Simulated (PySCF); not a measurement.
Calculated NMR data

Level of theory: GFN2-xTB geometry, shieldings: GIAO PBE0/pcSseg-1, in PySCF (rapidly exchanging positions averaged, non-relativistic, single conformer, isolated molecule).

Scale: $^{1}$H (31.72 ppm) and $^{13}$C (186.93 ppm) vs TMS (reference shieldings calculated alike). Where no couplings were computed, multiplicities follow the n + 1 count of equivalent neighbours, and m marks all less simple cases (inequivalent or close neighbours, rings, F or P nearby). Shifts are as computed. Against solution values, carbons near 30 ppm lie about +3 ppm off and those near 130 ppm about +5 ppm. Of 1211 compounds with measured shifts, 218 miss one by over three times the rms of a fit or turn the order of signals round; such compounds aren't used in these exercises.

**1.** SMILES O=COc1ccc(=O)oc1, C6H4O4. $^{1}$H NMR (500 MHz, computed): δ 9.54 (s, 1H), 8.18 (s, 1H), 7.39 (d, 1H), 6.43 (d, 1H). $^{13}$C{$^{1}$H} NMR (computed): δ 162.0 (CH), 161.8 (C), 154.2 (CH), 145.1 (CH), 143.2 (C), 123.2 (CH).

**2.** SMILES Cn1ncc(C#N)n1, C4H4N4. $^{1}$H NMR (500 MHz, computed): δ 7.99 (s, 1H), 4.35 (s, 3H). $^{13}$C{$^{1}$H} NMR (computed): δ 146.7, 126.9, 117.2, 42.0.
